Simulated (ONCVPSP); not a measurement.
# Which change was made? (F, ONCV)

- Element: F (Z = 9)
- Generator: ONCVPSP 4.0.1
- Type: optimised norm-conserving Vanderbilt (ONCV)
- Functional: LDA (Perdew-Zunger)
- Relativity: non-relativistic
- Frozen core: [He]
- Valence charge: 7
- Reference configuration: 2s2 2p2 (charge +3)
- Partial waves: 2s: rc 0.60 bohr, ncon 5, nbas 9, qcut 9.5 1/bohr, local; 2p: rc 1.40 bohr, ncon 3, nbas 8, qcut 11.7 1/bohr, 1 projector
- Local potential: the s channel
- Core correction: Teter function, fcfact 5.75, rcfact 1.4

Cutoffs, loose and tight: the cutoffs (Ha) at which the residual kinetic energy of the hardest occupied pseudo-wave falls to 1 and 0.1 mHa per electron. They do not see the model core or the augmentation charge, which bear on the density cutoff. Test errors are all-electron minus pseudo excitation energies from the reference, over the configurations 2s2 2p5; 2s2 2p4; 2s2 2p3; 2s2 2p4.5; variants that change the core or the reference have their own tests.

The base gives: outcome: generated; cutoff, loose: 104 Ha; cutoff, tight: 535 Ha; bound ghosts: none; GHOST(+) flags above zero: none; largest test error (meV): +588.

(1) After one change the result is: outcome: generated; cutoff, loose: 98 Ha; cutoff, tight: 547 Ha; bound ghosts: none; GHOST(+) flags above zero: none; largest test error (meV): +1693. Which change was it?
A. s: qcut 13.5; p: qcut 16.6
B. s: rc 0.9
C. reference 2s2 2p4.5

Answers

(1) C. The others give: s: qcut 13.5; p: qcut 16.6 → outcome: generated; cutoff, loose: 107 Ha; cutoff, tight: 572 Ha; bound ghosts: none; GHOST(+) flags above zero: none; largest test error (meV): +359 | s: rc 0.9 → outcome: generated; cutoff, loose: 49 Ha; cutoff, tight: 239 Ha; bound ghosts: none; GHOST(+) flags above zero: none; largest test error (meV): +639.
